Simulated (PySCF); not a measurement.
# SMILES Cl/C1=C/CC/C=C\CC1, C₈H₁₁Cl

Geometry:
| atom | x (Å) | y (Å) | z (Å) |
| --- | --- | --- | --- |
| Cl1 | 1.466 | 4.224 | -1.465 |
| C2 | 0.583 | 3.028 | -0.533 |
| C3 | -0.745 | 2.976 | -0.675 |
| C4 | -1.719 | 2.006 | -0.074 |
| C5 | -1.187 | 0.670 | 0.461 |
| C6 | -0.438 | -0.150 | -0.557 |
| C7 | 0.840 | -0.051 | -0.944 |
| C8 | 1.919 | 0.890 | -0.498 |
| C9 | 1.483 | 2.137 | 0.272 |
| H10 | -1.191 | 3.729 | -1.333 |
| H11 | -2.471 | 1.791 | -0.853 |
| H12 | -2.284 | 2.514 | 0.730 |
| H13 | -0.584 | 0.832 | 1.365 |
| H14 | -2.058 | 0.089 | 0.801 |
| H15 | -1.034 | -0.920 | -1.060 |
| H16 | 1.168 | -0.765 | -1.709 |
| H17 | 2.478 | 1.216 | -1.393 |
| H18 | 2.655 | 0.330 | 0.109 |
| H19 | 2.377 | 2.713 | 0.551 |
| H20 | 0.993 | 1.864 | 1.213 |

The calculation used TDDFT CAM-B3LYP/aug-cc-pVDZ circular dichroism and optical rotation, one conformer, gas phase (PySCF). Geometry: PBE0-D3(BJ)/def2-SVP.

No stereocentre is labelled: unless the shape is locked (an allene, a helicene, a hindered biaryl), the mirror image is equally populated and a measured rotation or CD is zero.

Question: Draw the ECD and absorption spectra from the lowest 12 states, each a Gaussian of half-width 0.25 eV at 1/e height.

Answer: 
| E (eV) | λ (nm) | Δε (L mol⁻¹ cm⁻¹) | ε (L mol⁻¹ cm⁻¹) |
| --- | --- | --- | --- |
| 5.41 | 229 | -0.07 | 12.1 |
| 5.51 | 225 | -0.27 | 52.4 |
| 5.61 | 221 | -0.73 | 171 |
| 5.71 | 217 | -1.20 | 436 |
| 5.81 | 214 | -0.75 | 937 |
| 5.91 | 210 | +1.38 | 1820 |
| 6.01 | 206 | +3.40 | 3220 |
| 6.11 | 203 | +1.23 | 4890 |
| 6.21 | 200 | -6.87 | 6050 |
| 6.31 | 197 | -17.32 | 6210 |
| 6.41 | 194 | -23.39 | 6240 |
| 6.51 | 191 | -17.07 | 7930 |
| 6.61 | 188 | +6.49 | 11900 |
| 6.71 | 185 | +38.86 | 16400 |
| 6.81 | 182 | +58.93 | 18700 |
| 6.91 | 180 | +52.78 | 18100 |

Δε uses R in velocity form, ε uses f in length form. Only the states computed contribute, so the short-wavelength end is incomplete.
